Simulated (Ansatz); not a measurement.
Consider the formal exchange of groups at the Si–C bond: `NC[SiH2][SiH3]` + `C[SeH]` → `[SiH3][SiH2]C[SeH]` + CH₃NH₂.

Calculated with Ansatz (gas phase, PBE0-D4/def2-TZVP geometries, no zero-point term in ΔE). CCSD(T)/CBS adds triple-zeta CCSD(T) − MP2 to the extrapolated MP2 energy (def2 sets, frozen cores). Functionals use def2-TZVPP. HSE06 is defined as in plane-wave codes. For Se outer-core shells are correlated without core-valence functions, which leaves a few kJ/mol of doubt a bond. Scalar relativity is left out up to krypton. One conformer a species, not always the lowest.

```tsv
level	ΔE (kJ/mol)	difference from CCSD(T)/CBS
PBE-D4	-12.7	3.6
HSE06-D4	-13.6	2.7
CAM-B3LYP-D4	-10.9	5.4
ωB97X-V	-11.8	4.5
ωB97M-V	-13.0	3.3
B2PLYP	-10.4	5.9
r2SCAN	-11.4	4.9
r2SCAN0	-11.9	4.4
SCS-MP2/def2-QZVPP	-16.0	0.3
MP2/CBS(def2)	-19.4	-3.1
CCSD(T)/CBS	-16.3	0
```

**Question.** What do rigid-rotor, harmonic-oscillator terms from PBE0-D4/def2-TZVP frequencies (298.15 K, 1 bar) make of the CCSD(T)/CBS value? (Best estimate.)

**Answer.** The calculation gave: ΔZPE = +1.2 kJ/mol, ΔH = -15.1 kJ/mol, ΔS = -7 J/(mol·K), ΔG = -13.1 kJ/mol.

Largest T1 diagnostic among the species: 0.011.

The D4 term adds −6.8 kJ/mol with B3LYP and −3.7 kJ/mol with PBE0; it sums over pairs of atoms, weighted by their polarisabilities, and B3LYP, whose exchange is more repulsive, gets the larger term. In def2-TZVPP, CCSD(T) changes the Hartree–Fock value by −7.5 kJ/mol (the triples alone add −1.3 kJ/mol) and MP2 by −10.6 kJ/mol. Leaving LDA and LC-ωPBE aside and taking each functional with its dispersion term where it has one, the values, not all of them listed here, spread over 4.7 kJ/mol, from BHLYP-D4 to B2PLYP. LDA lies −3.7 kJ/mol from PBE without D4.

CCSD(T)/CBS has its own doubt, a few kJ/mol and more with outer-core shells, so smaller differences from it don't rank the levels.

B3LYP here is the variant with VWN-RPA as its local correlation; programs differ in this.
